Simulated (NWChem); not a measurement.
System: InF, singlet; SMILES [F][In]

Here is an NWChem input.

```
start job
memory heap 200 mb stack 900 mb global 1100 mb
geometry units angstroms noautosym nocenter noautoz
  In     0.000000     0.000000    -0.298553
  F      0.000000     0.000000     1.695062
end
basis spherical
  In library def2-svpd
  F library def2-svpd
end
ecp
  In library def2-ecp
end
dft
  xc xpbe96 cpbe96
  iterations 150
end
property
  response 1 0.0
end
task dft property
```

NWChem printed, in part:

```
             Northwest Computational Chemistry Package (NWChem) 7.3.0
             --------------------------------------------------------

                             Geometry "geometry" -> ""
                             -------------------------

 Output coordinates in angstroms (scale by  1.889725989 to convert to a.u.)

  No.       Tag          Charge          X              Y              Z
 ---- ---------------- ---------- -------------- -------------- --------------
    1 In                  49.0000     0.00000000     0.00000000    -0.29855300
    2 F                    9.0000     0.00000000     0.00000000     1.69506200

 Effective nuclear repulsion energy (a.u.)     117.0572887989

                                 NWChem DFT Module
                                 -----------------

 Summary of "ao basis" -> "ao basis" (spherical)
 ------------------------------------------------------------------------------
       Tag                 Description            Shells   Functions and Types
 ---------------- ------------------------------  ------  ---------------------
 In                        def2-svpd                12       32   5s4p3d
 F                         def2-svpd                 9       23   4s3p2d

            General Information
            -------------------
          SCF calculation type: DFT
          Wavefunction type:  closed shell.
          No. of atoms     :     2
          No. of electrons :    30
           Alpha electrons :    15
            Beta electrons :    15
          Charge           :     0
          Spin multiplicity:     1
          Use of symmetry is: off; symmetry adaption is: off
          Maximum number of iterations: 150
          AO basis - number of functions:    55
                     number of shells:    21
          Convergence on energy requested:  1.00D-06
          Convergence on density requested:  1.00D-05
          Convergence on gradient requested:  5.00D-04

              XC Information
              --------------
          PerdewBurkeErnzerhof Exchange Functional  1.000
            Perdew 1991 LDA Correlation Functional  1.000 local
           PerdewBurkeErnz. Correlation Functional  1.000 non-local

             Grid Information
             ----------------
          Grid used for XC integration:  medium
          Radial quadrature: Mura-Knowles
          Angular quadrature: Lebedev.
          Tag              B.-S. Rad. Rad. Pts. Rad. Cut. Ang. Pts.
          ---              ---------- --------- --------- ---------
          In                  1.55      123          10.0       590
          F                   0.50       49          11.0       434
          Grid pruning is: on
          Number of quadrature shells:   172
          Spatial weights used:  Erf1

      Superposition of Atomic Density Guess
      -------------------------------------

 Sum of atomic energies:        -317.34595162

      Non-variational initial energy
      ------------------------------

 Total energy =    -288.322406
 1-e energy   =    -573.828947
 2-e energy   =     235.339131
 HOMO         =      -0.326581
 LUMO         =       0.002455

   convergence    iter        energy       DeltaE   RMS-Dens  Diis-err
 ---------------- ----- ----------------- --------- --------- ---------
 d= 0,ls=0.0,diis     1   -289.7692658222 -3.40D+02  5.76D-02  7.61D-01
 d= 0,ls=0.0,diis     2   -284.0904271656  5.68D+00  4.68D-02  3.88D+01
 d= 0,ls=0.0,diis     3   -289.8619258803 -5.77D+00  2.64D-03  2.05D-01
 d= 0,ls=0.0,diis     4   -289.8751396140 -1.32D-02  2.31D-03  2.65D-02
 d= 0,ls=0.0,diis     5   -289.8784062167 -3.27D-03  6.29D-04  1.53D-03
  Resetting Diis
 d= 0,ls=0.0,diis     6   -289.8785401515 -1.34D-04  1.34D-04  3.99D-05
 d= 0,ls=0.0,diis     7   -289.8785461912 -6.04D-06  4.86D-05  1.18D-06
 d= 0,ls=0.0,diis     8   -289.8785461838  7.38D-09  1.94D-05  1.86D-06
 d= 0,ls=0.0,diis     9   -289.8785463222 -1.38D-07  8.04D-06  4.82D-07

         Total DFT energy =     -289.878546322183
      One electron energy =     -575.063886977349
           Coulomb energy =      262.090231157101
    Exchange-Corr. energy =      -27.072299987189
 Nuclear repulsion energy =       50.167409485253

 Numeric. integr. density =       29.999999497513

                       DFT Final Molecular Orbital Analysis
                       ------------------------------------

 Vector   13  Occ=2.000000D+00  E=-2.856399D-01
              MO Center=  3.3D-10, -3.5D-10,  1.6D+00, r^2= 7.1D-01
   Bfn.  Coefficient  Atom+Function         Bfn.  Coefficient  Atom+Function
  ----- ------------  ---------------      ----- ------------  ---------------
    38     -0.465483  2 F  py                37      0.440283  2 F  px
    41      0.304142  2 F  py                40     -0.287676  2 F  px
    44      0.103773  2 F  py                43     -0.098155  2 F  px
    13      0.071844  1 In py                12     -0.067954  1 In px
    19     -0.068205  1 In d -1              21     -0.064512  1 In d  1

 Vector   14  Occ=2.000000D+00  E=-2.856399D-01
              MO Center= -4.1D-11, -9.6D-11,  1.6D+00, r^2= 7.1D-01
   Bfn.  Coefficient  Atom+Function         Bfn.  Coefficient  Atom+Function
  ----- ------------  ---------------      ----- ------------  ---------------
    37      0.465483  2 F  px                38      0.440283  2 F  py
    40     -0.304142  2 F  px                41     -0.287676  2 F  py
    43     -0.103773  2 F  px                44     -0.098155  2 F  py
    12     -0.071844  1 In px                13     -0.067954  1 In py
    21     -0.068205  1 In d  1              19      0.064512  1 In d -1

 Vector   15  Occ=2.000000D+00  E=-2.418344D-01
              MO Center=  1.2D-09, -5.0D-10,  4.3D-03, r^2= 3.2D+00
   Bfn.  Coefficient  Atom+Function         Bfn.  Coefficient  Atom+Function
  ----- ------------  ---------------      ----- ------------  ---------------
     3      0.588384  1 In s                 39     -0.414739  2 F  pz
     4      0.387168  1 In s                  1     -0.340239  1 In s
    42      0.279378  2 F  pz                14     -0.227191  1 In pz
    20      0.133990  1 In d  0              45      0.091288  2 F  pz
     2      0.085595  1 In s                 11      0.077522  1 In pz

 Vector   16  Occ=0.000000D+00  E=-8.374237D-02
              MO Center=  2.0D-08, -1.9D-08, -4.3D-01, r^2= 4.3D+00
   Bfn.  Coefficient  Atom+Function         Bfn.  Coefficient  Atom+Function
  ----- ------------  ---------------      ----- ------------  ---------------
    15      0.442349  1 In px                16     -0.432830  1 In py
    12      0.404898  1 In px                13     -0.396185  1 In py
    37      0.111842  2 F  px                 9     -0.108979  1 In px
    38     -0.109435  2 F  py                10      0.106634  1 In py
     6     -0.100550  1 In px                 7      0.098386  1 In py

 Vector   17  Occ=0.000000D+00  E=-8.374237D-02
              MO Center=  3.6D-09, -3.7D-09, -4.3D-01, r^2= 4.3D+00
   Bfn.  Coefficient  Atom+Function         Bfn.  Coefficient  Atom+Function
  ----- ------------  ---------------      ----- ------------  ---------------
    16      0.442349  1 In py                15      0.432830  1 In px
    13      0.404898  1 In py                12      0.396185  1 In px
    38      0.111842  2 F  py                10     -0.108979  1 In py
    37      0.109435  2 F  px                 9     -0.106634  1 In px
     7     -0.100550  1 In py                 6     -0.098386  1 In px

 Vector   18  Occ=0.000000D+00  E=-2.009965D-02
              MO Center=  2.4D-08, -2.1D-08, -6.9D-01, r^2= 6.4D+00
   Bfn.  Coefficient  Atom+Function         Bfn.  Coefficient  Atom+Function
  ----- ------------  ---------------      ----- ------------  ---------------
    17      1.024658  1 In pz                 4      0.697857  1 In s
    36     -0.603633  2 F  s                 14      0.452232  1 In pz
    45      0.321917  2 F  pz                 3      0.213830  1 In s
    39     -0.169015  2 F  pz                42      0.168315  2 F  pz
    30     -0.144448  1 In d  0              35     -0.144087  2 F  s

     Multipole analysis of the density
     ---------------------------------

     L   x y z        total         alpha         beta         nuclear
     -   - - -        -----         -----         ----         -------
     0   0 0 0     -0.000000    -15.000000    -15.000000     30.000000

     1   1 0 0     -0.000000     -0.000000     -0.000000      0.000000
     1   0 1 0      0.000000      0.000000      0.000000      0.000000
     1   0 0 1     -1.261832     -9.121403     -9.121403     16.980974

     2   2 0 0    -19.058752     -9.529376     -9.529376      0.000000
     2   1 1 0      0.000000      0.000000      0.000000      0.000000
     2   1 0 1      0.000000      0.000000      0.000000      0.000000
     2   0 2 0    -19.058752     -9.529376     -9.529376      0.000000
     2   0 1 1     -0.000000     -0.000000     -0.000000      0.000000
     2   0 0 2    -25.981857    -62.505393    -62.505393     99.028929

 *** CALLING NEW AORESP DRIVER FOR CLOSED AND OPEN SHELLS ***
 Entering AOResponse driver routine

--------------------------------------------------------------------------------

          -----------------------------------------------
          Solving response equations for perturbing field
          -----------------------------------------------

 number of frequencies:     1
 frequency in a.u.:  0.0000000E+00
 Perturbing field: electric
 Using El. Dipole Length Gauge

 Setting up CPKS with frequency omega =      0.00000000 a.u.

 STATIC response

                                NWChem CPHF Module
                                ------------------

  scftype          =     RHF
  nclosed          =       15
  nopen            =        0
  variables        =      600
  # of vectors     =        3
  tolerance        = 0.10D-03
  level shift      = 0.00D+00
  max iterations   =       50
  max subspace     =       30

 SCF residual:    9.4526458595270072E-005

Iterative solution of linear equations
  No. of variables      600
  No. of equations        3
  Maximum subspace       30
        Iterations       50
       Convergence  1.0D-04

   iter   nsub   residual    time
   ----  ------  --------  ---------
     1      3    6.33D+00       6.7
     2      6    7.52D+00       8.0
     3      9    7.08D-01       9.5
     4     12    9.42D-02      10.9
     5     15    1.14D-02      12.6
     6     18    2.32D-03      14.2
     7     21    2.72D-04      15.3
     8     24    1.32D-05      16.5

 Electric Dipole Response Matrix (nonzero elements):

              1        2        3
    1   38.0865  -0.0000  -0.0000
    2   -0.0000  38.0865   0.0000
    3   -0.0000   0.0000  45.5730

 ------------------------------------------
 average:        40.58202 + I       0.00000

 DFT Linear Response polarizability / au
 Frequency  =       0.0000000 / au
              X              Y              Z
 -----------------------------------------------
 X      38.0865438     -0.0000002     -0.0000002
 Y      -0.0000002     38.0865437      0.0000002
 Z      -0.0000002      0.0000002     45.5729653
 -----------------------------------------------
 Eigenvalues =      38.0865440     38.0865436     45.5729653
 Isotropic   =      40.5820176
 Anisotropic =       7.4864216
 -----------------------------------------------

 Magnetic Dipole Response Matrix (nonzero elements):

 Exiting AOResponse driver routine
```

Level: PBE/def2-SVPD with def2 effective core potentials on In. Low-valent species are run as closed-shell singlets; no triplet was tried in these runs. Geometry: optimised at PBE0-D3(BJ)/def2-TZVP. def2 effective core potentials on In; no spin-orbit coupling.
